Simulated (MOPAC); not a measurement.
Input file for MOPAC: PM6 on H10Si3 (a complex), monomers drawn apart or pushed together.

```
PM6 1SCF PRECISE CHARGE=0 THREADS=1
H10Si3

Si    -0.09559862 1     0.11065983 1    -0.15922207 1
H     -0.20768845 1    -1.14787797 1     0.61127498 1
H     -1.44791547 1     0.59387152 1    -0.51598119 1
H      0.68626272 1    -0.13495584 1    -1.39233219 1
H      0.59194405 1     1.12906298 1     0.66522949 1
Si     1.00502238 1    -0.99839611 1     6.33602219 1
Si    -0.68174358 1     0.63048637 1     6.31414401 1
H      0.41722171 1    -2.34760416 1     6.15463269 1
H      1.71425238 1    -0.96184440 1     7.63874250 1
H      1.99078978 1    -0.75840893 1     5.25619464 1
H     -1.52685684 1     0.50524289 1     5.10241407 1
H     -0.08886946 1     1.98933274 1     6.33794154 1
H     -1.55078081 1     0.47036379 1     7.50584899 1
```

The log:

```
*******************************************************************************
 **                                                                           **
 **                              MOPAC v23.2.5                                **
 **                                                                           **
 *******************************************************************************
 ** MOPAC's Digital Object Identifier: https://doi.org/10.5281/zenodo.6511958 **
 **                                                                           **
 ** Please cite the open-source release paper for use of this MOPAC version:  **
 ** J. E. Moussa and J. J. P. Stewart (2026)                                  **
 ** MOPAC: An open-source semiempirical molecular orbital program             **
 ** J. Open Source Softw., 11(119), 8025, https://doi.org/10.21105/joss.08025 **
 *******************************************************************************

                              PM6 CALCULATION RESULTS

 *******************************************************************************
 *  PM6        - The PM6 Hamiltonian to be used
 *
 *
 *
 *                 CHARGE ON SYSTEM = 0
 *
 *
 *
 *  PRECISE    - TIGHTER CRITERIA TO BE USED
 *  1SCF       - DO 1 SCF AND THEN STOP
 *  THREADS=1  - MULTI-THREADING NOT USED
 *  T=         - A TIME OF 172800.0 SECONDS REQUESTED
 *  DUMP=N     - RESTART FILE WRITTEN EVERY 7200.0 SECONDS REQUESTED
 *******************************************************************************
PM6 1SCF PRECISE CHARGE=0 THREADS=1
 H10Si3

   ATOM   CHEMICAL          X               Y               Z
  NUMBER   SYMBOL      (ANGSTROMS)     (ANGSTROMS)     (ANGSTROMS)

     1      Si         -0.09559862  *   0.11065983  *  -0.15922207  *
     2       H         -0.20768845  *  -1.14787797  *   0.61127498  *
     3       H         -1.44791547  *   0.59387152  *  -0.51598119  *
     4       H          0.68626272  *  -0.13495584  *  -1.39233219  *
     5       H          0.59194405  *   1.12906298  *   0.66522949  *
     6      Si          1.00502238  *  -0.99839611  *   6.33602219  *
     7      Si         -0.68174358  *   0.63048637  *   6.31414401  *
     8       H          0.41722171  *  -2.34760416  *   6.15463269  *
     9       H          1.71425238  *  -0.96184440  *   7.63874250  *
    10       H          1.99078978  *  -0.75840893  *   5.25619464  *
    11       H         -1.52685684  *   0.50524289  *   5.10241407  *
    12       H         -0.08886946  *   1.98933274  *   6.33794154  *
    13       H         -1.55078081  *   0.47036379  *   7.50584899  *



          CARTESIAN COORDINATES

    NO.       ATOM           X           Y           Z

     1        Si         -0.0956      0.1107     -0.1592
     2         H         -0.2077     -1.1479      0.6113
     3         H         -1.4479      0.5939     -0.5160
     4         H          0.6863     -0.1350     -1.3923
     5         H          0.5919      1.1291      0.6652
     6        Si          1.0050     -0.9984      6.3360
     7        Si         -0.6817      0.6305      6.3141
     8         H          0.4172     -2.3476      6.1546
     9         H          1.7143     -0.9618      7.6387
    10         H          1.9908     -0.7584      5.2562
    11         H         -1.5269      0.5052      5.1024
    12         H         -0.0889      1.9893      6.3379
    13         H         -1.5508      0.4704      7.5058

 General Reference for PM6:
 "Optimization of Parameters for Semiempirical Methods V: Modification of NDDO Approximations
 and Application to 70 Elements", J. J. P. Stewart, J. Mol. Mod., 13, 1173-1213 (2007)
 URL: https://link.springer.com/article/10.1007/s00894-007-0233-4

           Empirical Formula: H10 Si3  =    13 atoms



      MOLECULAR POINT GROUP   :   C1


      RHF CALCULATION, NO. OF DOUBLY OCCUPIED LEVELS = 11


 -------------------------------------------------------------------------------
 PM6 1SCF PRECISE CHARGE=0 THREADS=1
 H10Si3



     1SCF WAS SPECIFIED, SO BFGS WAS NOT USED
     SCF FIELD WAS ACHIEVED


                              PM6 CALCULATION
                                                       MOPAC v23.2.5 Linux




          FINAL HEAT OF FORMATION =         26.64778 KCAL/MOL =     111.49430 KJ/MOL


          COSMO AREA              =        196.23 SQUARE ANGSTROMS
          COSMO VOLUME            =        182.91 CUBIC ANGSTROMS

          IONIZATION POTENTIAL    =          9.088298 EV
          HOMO LUMO ENERGIES (EV) =         -9.088 -0.314
          NO. OF FILLED LEVELS    =         11
          MOLECULAR WEIGHT        =         94.3355         POINT GROUP:  C1

          MOLECULAR DIMENSIONS (Angstroms)

            Atom       Atom       Distance
            H    13    H     4     9.19502
            H     9    H     3     5.44448
            H     8    H    12     3.83384


          SCF CALCULATIONS        =          1





   ATOM   CHEMICAL          X               Y               Z
  NUMBER   SYMBOL      (ANGSTROMS)     (ANGSTROMS)     (ANGSTROMS)

     1      Si         -0.09559862  *   0.11065983  *  -0.15922207  *
     2       H         -0.20768845  *  -1.14787797  *   0.61127498  *
     3       H         -1.44791547  *   0.59387152  *  -0.51598119  *
     4       H          0.68626272  *  -0.13495584  *  -1.39233219  *
     5       H          0.59194405  *   1.12906298  *   0.66522949  *
     6      Si          1.00502238  *  -0.99839611  *   6.33602219  *
     7      Si         -0.68174358  *   0.63048637  *   6.31414401  *
     8       H          0.41722171  *  -2.34760416  *   6.15463269  *
     9       H          1.71425238  *  -0.96184440  *   7.63874250  *
    10       H          1.99078978  *  -0.75840893  *   5.25619464  *
    11       H         -1.52685684  *   0.50524289  *   5.10241407  *
    12       H         -0.08886946  *   1.98933274  *   6.33794154  *
    13       H         -1.55078081  *   0.47036379  *   7.50584899  *

                             CARTESIAN COORDINATES

   1   Si       -0.095598620     0.110659830    -0.159222070
   2    H       -0.207688450    -1.147877970     0.611274980
   3    H       -1.447915470     0.593871520    -0.515981190
   4    H        0.686262720    -0.134955840    -1.392332190
   5    H        0.591944050     1.129062980     0.665229490
   6   Si        1.005022380    -0.998396110     6.336022190
   7   Si       -0.681743580     0.630486370     6.314144010
   8    H        0.417221710    -2.347604160     6.154632690
   9    H        1.714252380    -0.961844400     7.638742500
  10    H        1.990789780    -0.758408930     5.256194640
  11    H       -1.526856840     0.505242890     5.102414070
  12    H       -0.088869460     1.989332740     6.337941540
  13    H       -1.550780810     0.470363790     7.505848990


           Empirical Formula: H10 Si3  =    13 atoms



      MOLECULAR POINT GROUP   :   C1


                  EIGENVALUES
 -20.49855 -19.40148 -18.21365 -12.36812 -12.35810 -11.77766 -11.77089 -11.76758
 -11.46251 -11.45029  -9.08830  -0.31355   0.00828   0.01098   0.78459   0.84505
   0.84733   0.85096   0.99562   1.00258   1.52669   1.52931   1.54068   1.54080
   1.95667   2.22288   2.22518   2.97405   3.43345   3.69504   4.39449   4.39593
   4.53819   4.53996   4.54200   4.55691   4.55875


              NET ATOMIC CHARGES AND DIPOLE CONTRIBUTIONS

  ATOM NO.   TYPE          CHARGE      No. of ELECS.   s-Pop       p-Pop       d-Pop
    1         Si           0.112647        3.8874     1.23270     2.14270     0.51195
    2          H          -0.028200        1.0282     1.02820
    3          H          -0.028147        1.0281     1.02815
    4          H          -0.028099        1.0281     1.02810
    5          H          -0.028202        1.0282     1.02820
    6         Si           0.054660        3.9453     1.25391     2.26965     0.42178
    7         Si           0.052914        3.9471     1.25440     2.27111     0.42158
    8          H          -0.017921        1.0179     1.01792
    9          H          -0.017632        1.0176     1.01763
   10          H          -0.018230        1.0182     1.01823
   11          H          -0.018177        1.0182     1.01818
   12          H          -0.018017        1.0180     1.01802
   13          H          -0.017595        1.0176     1.01759
 DIPOLE           X         Y         Z       TOTAL
 POINT-CHG.     0.007    -0.008     0.002     0.010
 HYBRID         0.005     0.002    -0.028     0.029
 SUM            0.011    -0.006    -0.027     0.029


          ATOMIC ORBITAL ELECTRON POPULATIONS

     Atom    s        px        py        pz      x^2-y^2     xz        z^2       yz        xy
    1 Si   1.23270   0.71440   0.71389   0.71441   0.11280   0.11915   0.06045   0.14156   0.07800
    2  H   1.02820
    3  H   1.02815
    4  H   1.02810
    5  H   1.02820
    6 Si   1.25391   0.76160   0.76034   0.74772   0.05845   0.14474   0.10567   0.01076   0.10215
    7 Si   1.25440   0.76276   0.76074   0.74761   0.05815   0.15320   0.10263   0.00590   0.10170
    8  H   1.01792
    9  H   1.01763
   10  H   1.01823
   11  H   1.01818
   12  H   1.01802
   13  H   1.01759

 **********************
 *                    *
 * JOB ENDED NORMALLY *
 *                    *
 **********************




 == MOPAC DONE ==
```

The run finished.

Cost: about 0.04 core-seconds (a rough figure).
